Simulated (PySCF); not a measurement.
CH8Si2.

```xyz
11

Si     1.5988     0.0000    -0.1827
C      0.0000     0.0000     0.8219
Si    -1.5988     0.0000    -0.1827
H      2.7906     0.0000     0.7167
H      1.6616     1.2107    -1.0533
H      1.6616    -1.2107    -1.0533
H      0.0000    -0.8856     1.4815
H      0.0000     0.8856     1.4815
H     -1.6616     1.2107    -1.0533
H     -1.6616    -1.2107    -1.0533
H     -2.7906     0.0000     0.7167
```
Charge 0, spin multiplicity 1.

The structure is a stationary point at B3LYP-D3(BJ)/def2-SVP.

These are HF/pcSseg-1 (PySCF) values and carry that method's errors. Non-relativistic, no solvent.

Computed absolute GIAO shielding of each atom: isotropic value and principal components (ppm):
```json
[
 {"atom": "Si1", "σ(iso)": "452.3", "σ11": "426.1", "σ22": "433.9", "σ33": "496.8", "span": "70.6"},
 {"atom": "C2", "σ(iso)": "207.1", "σ11": "197.8", "σ22": "205.8", "σ33": "217.6", "span": "19.8"},
 {"atom": "Si3", "σ(iso)": "452.3", "σ11": "426.1", "σ22": "433.9", "σ33": "496.8", "span": "70.6"},
 {"atom": "H4", "σ(iso)": "27.8", "σ11": "24.3", "σ22": "25.7", "σ33": "33.6", "span": "9.3"},
 {"atom": "H5", "σ(iso)": "28.0", "σ11": "24.7", "σ22": "26.3", "σ33": "33.1", "span": "8.4"},
 {"atom": "H6", "σ(iso)": "28.0", "σ11": "24.7", "σ22": "26.3", "σ33": "33.1", "span": "8.4"},
 {"atom": "H7", "σ(iso)": "32.1", "σ11": "26.7", "σ22": "29.0", "σ33": "40.6", "span": "13.9"},
 {"atom": "H8", "σ(iso)": "32.1", "σ11": "26.7", "σ22": "29.0", "σ33": "40.6", "span": "13.9"},
 {"atom": "H9", "σ(iso)": "28.0", "σ11": "24.7", "σ22": "26.3", "σ33": "33.1", "span": "8.4"},
 {"atom": "H10", "σ(iso)": "28.0", "σ11": "24.7", "σ22": "26.3", "σ33": "33.1", "span": "8.4"},
 {"atom": "H11", "σ(iso)": "27.8", "σ11": "24.3", "σ22": "25.7", "σ33": "33.6", "span": "9.3"}
]
```
